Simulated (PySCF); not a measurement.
Working out the ionisation energy of Mn⁺

Mn⁺ [Ar] 3d5 4s1 (7S) → Mn²⁺ [Ar] 3d5 (6S). Computed with PySCF 2.14 in x2c-SVPall (5s3p3d1f, 36 functions), with scalar relativity by spin-free X2C-1e. Frozen: [Ar]. Energies in hartree (1 hartree = 27.21139 eV):

```json
{"part": "UHF", "Mn⁺ (lower)": "-1156.969279", "Mn²⁺ (upper)": "-1156.425400"}
{"part": "MP2 opposite-spin", "Mn⁺ (lower)": "0.000000", "Mn²⁺ (upper)": "0.000000"}
{"part": "MP2 same-spin", "Mn⁺ (lower)": "-0.049421", "Mn²⁺ (upper)": "-0.042143"}
```

Problem. What does Hartree-Fock give?

Solution. (-1156.425400) − (-1156.969279) = 0.543879 hartree = 14.800 eV.

Problem. What do MP2 and SCS-MP2 (6/5 opposite-spin, 1/3 same-spin) give?

Solution. The opposite-spin parts differ by 0.000 eV and the same-spin parts by 0.198 eV. MP2: 14.800 + (0.000) + (0.198) = 14.998 eV. SCS-MP2: 14.800 + 1.2 × (0.000) + (0.198)/3 = 14.866 eV.

Measured between the centres of the two terms (NIST): 15.640 eV, so MP2 (valence) is off by -0.642 eV.

A double-zeta basis recovers only part of the correlation energy.

What remains against the reference includes basis incompleteness, the frozen core and correlation beyond second order.
